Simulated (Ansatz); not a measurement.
Consider the redistribution: `[PH2][SnH2][SH]` + `O[SiH](F)[SiH3]` → `O[SiH]([SiH3])P` + `[F][SnH2][SH]`.

Gas-phase electronic energies from Ansatz, PBE0-D4/def2-TZVP geometries. CBS: MP2 limit from def2 TZ/QZ plus the TZ coupled-cluster correction, frozen cores. Functionals use def2-TZVPP. def2 core potentials past Kr. For Sn outer-core shells are correlated without core-valence functions, which leaves a few kJ/mol of doubt a bond. Each species was taken in one conformer, which may not be the lowest.

```csv
level,ΔE (eV)
r2SCAN-D4,1.00
HF/def2-TZVPP,1.18
```

Q: What does CCSD(T)/CBS give? (Best estimate.)

A: Computed: +1.08 eV. The listed levels differ from it by -0.08, 0.10 eV.

Largest T1 diagnostic among the species: 0.014.

From PBE to PBE0 (25 % exact exchange), in def2-TZVPP and without D4, ΔE moves by +0.08 eV.
